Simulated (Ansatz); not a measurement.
`O[SiH2][SiH2][SnH3]` + `CC(O)=S` → `CC(=S)O[SiH2]O` + `[SiH3][SnH3]`  (cleavage of the Si–Si bond)

Isolated molecules relaxed with PBE0-D4/def2-TZVP in Ansatz; ΔE leaves out vibrations. CCSD(T)/CBS adds triple-zeta CCSD(T) − MP2 to the extrapolated MP2 energy (def2 sets, frozen cores). DFT in def2-TZVPP. def2 core potentials past Kr. For Sn outer-core shells are correlated without core-valence functions, which leaves a few kJ/mol of doubt a bond. Each species was taken in one conformer, which may not be the lowest.

| level | ΔE (kcal/mol) |
| --- | --- |
| ωB97M-V | -18.6 |
| PBE | -11.7 |
| r2SCAN | -15.9 |
| PBE0 | -13.5 |
| HF/def2-TZVPP | -23.1 |
| CCSD(T)/def2-TZVPP | -18.5 |
| MP2/def2-QZVPP | -19.5 |
| SCS-MP2/def2-QZVPP | -20.5 |

(1) What does CCSD(T)/CBS give? (An estimate is asked.)

Largest T1 diagnostic among the species: 0.017.

Answers

(1) Ansatz gave: -17.8 kcal/mol. The listed levels differ from it by -0.8, 6.1, 1.9, 4.3, -5.3, -0.7, -1.7, -2.7 kcal/mol.

From PBE to PBE0 (25 % exact exchange), in def2-TZVPP and without D4, ΔE moves by −1.9 kcal/mol. In def2-TZVPP, CCSD(T) changes the Hartree–Fock value by +4.6 kcal/mol (the triples alone add +0.7 kcal/mol) and MP2 by +3.4 kcal/mol.
